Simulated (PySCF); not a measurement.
TcSe₃⁺ (singlet). Level of theory: PBE0 in PySCF with Tc def2-SVP with ECP28, Se def2-SVP; scalar-relativistic core potentials, no spin–orbit coupling; density-fitted integrals.

Harmonic bands of its minimum:

| ω (cm⁻¹) | IR (km/mol, summed over degenerate members) | degeneracy |
| --- | --- | --- |
| 130 | 1.0 | 2 |
| 151 | 0.1 | 1 |
| 366 | 0.0 | 1 |
| 408 | 30.0 | 2 |

**Question.** The central atom is Tc. Infer the point group and assign the bands.

**Answer.** C3v. The modes span 2e + 2a1: 130 e, 151 a1, 366 a1, 408 e. The computed geometry has Tc–Se 2.194 Å (×3); Se–Tc–Se 107.9° (×3).

Only a few start shapes were tried, so a lower isomer may exist.
